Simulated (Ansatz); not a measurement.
The cluster Be₃Br₄⁺. Total charge 1; doublet. Geometry PBE0-D4/def2-SVP; atoms count from 1.

```xyz
7

Be    0.955   -1.146   -0.265
Be   -1.675    0.351    0.621
Be   -0.614    1.548   -0.735
Br   -0.767   -1.421    1.163
Br   -1.387    2.433    1.064
Br    2.281   -2.573   -0.487
Br    1.207    0.808   -1.361
```

Another isomer (doublet) lies 0.73 eV lower at PBE0-D4/def2-TZVP; other spin states weren't run for this one.

Estimate the Mulliken populations from the PBE0/def2-TZVP orbitals of Ansatz.


```tsv
atom	charge (e)	spin (α − β)
Be1	0.21	-0.01
Be2	0.24	0.43
Be3	0.24	0.43
Br4	0.12	0.03
Br5	0.12	0.09
Br6	-0.04	0.00
Br7	0.12	0.03
```
Mulliken values depend strongly on the basis.

Where does the spin sit?

Summed by element: Be 0.85, Br 0.15, of 1 unpaired in all. Largest on single atoms: Be3 0.43, Be2 0.43, Br5 0.09.

And the Mayer bond orders between heavy atoms (over 0.3)?

Be1–Br4 0.66 (2.25 Å); Be1–Br6 1.45 (1.96 Å); Be1–Br7 0.66 (2.25 Å); Be2–Be3 0.59 (2.10 Å); Be2–Br4 1.02 (2.06 Å); Be2–Br5 0.83 (2.15 Å); Be3–Br5 0.83 (2.15 Å); Be3–Br7 1.02 (2.06 Å).
